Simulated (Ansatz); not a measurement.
Ansatz (a quantum-chemistry and plane-wave program) input:

Ansatz 0.2 input:
```yaml
crystal:
  periodic: [false, false, false]
  atoms:
    - {symbol: C, position_ang: [-0.19858406, -1.49612121, 0.28183484]}
    - {symbol: C, position_ang: [0.80489956, -0.99646720, -0.76694762]}
    - {symbol: C, position_ang: [1.75741950, 0.07284577, -0.22770673]}
    - {symbol: C, position_ang: [1.11438789, 1.42589509, 0.02023175]}
    - {symbol: S, position_ang: [-0.27702597, 1.31666500, 1.22525247]}
    - {symbol: C, position_ang: [-1.60001788, 0.63658010, 0.14073210]}
    - {symbol: C, position_ang: [-1.59786545, -0.88541444, 0.18726352]}
    - {symbol: H, position_ang: [0.20450733, -1.31727882, 1.28312086]}
    - {symbol: H, position_ang: [-0.31227044, -2.57562625, 0.18481028]}
    - {symbol: H, position_ang: [0.28393383, -0.63064184, -1.65280508]}
    - {symbol: H, position_ang: [1.41977049, -1.83607042, -1.08950336]}
    - {symbol: H, position_ang: [2.55761373, 0.23606926, -0.95264549]}
    - {symbol: H, position_ang: [2.22240798, -0.28979924, 0.69053306]}
    - {symbol: H, position_ang: [1.83370970, 2.11308251, 0.46515369]}
    - {symbol: H, position_ang: [0.71704900, 1.85507504, -0.89907642]}
    - {symbol: H, position_ang: [-2.54445919, 1.03771047, 0.50561862]}
    - {symbol: H, position_ang: [-1.41215404, 1.01411097, -0.86301858]}
    - {symbol: H, position_ang: [-2.09770982, -1.24400043, -0.71435394]}
    - {symbol: H, position_ang: [-2.17967317, -1.23044535, 1.04240271]}
    - {symbol: H, position_ang: [-0.65622707, 2.61139250, 1.11262753]}
basis:
  gaussian:
    orbitals: def2-TZVP
hamiltonian:
  xc: b3lyp
  dispersion: d3bj
total_charge: 1
relax: {f_tol: 0.002, max_steps: 150}
```

Problem. What final total energy does it print?

Solution. -634.55105 Eh (B3LYP-D3(BJ)/def2-TZVP). The basis has 301 functions.

It need not be the lowest isomer of its formula.
